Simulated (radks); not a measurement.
Charge is removed step by step from the 4s down level of Xe2+, starting from [Ar] 3d10 4s(up 1, down 1) 4p6 4d10 5s2 5p4. All-electron calculation, scalar-relativistic Kohn-Sham, r2SCAN, spin-polarised, spherical densities, finite nucleus; open shells are filled with parallel spins first (spin-orbit coupling, left out, can overturn this in heavy ions); meta-GGA in the generalised Kohn-Sham scheme; Fermi nuclear charge, rms radius 4.7859 fm. Program: a radial shooting solver on a logarithmic mesh with Libxc functionals.

removed (e),E - E(0) (eV),eigenvalue (eV),E minus straight line (eV)
0,0.000,-223.38,0.000
0.125,28.071,-226.01,-1.164
0.25,56.471,-228.65,-1.999
0.375,85.202,-231.30,-2.503
0.5,114.26,-233.97,-2.674
0.625,143.66,-236.65,-2.511
0.75,173.40,-239.35,-2.012
0.875,203.47,-242.06,-1.176
1,233.88,-244.78,0.000

Removing the whole electron costs 233.88 eV by Delta-SCF, against 223.38 eV from minus the eigenvalue at the starting occupation. Slater's transition state (half an electron removed) gives 233.97 eV. Integrating minus the eigenvalue over the occupation (Janak's theorem) gives 234.01 eV. In this scalar-relativistic scheme the density is built from large components alone, so the theorem holds only approximately. The mean slope of the eigenvalue, de/dn, is 21.4 eV per electron.
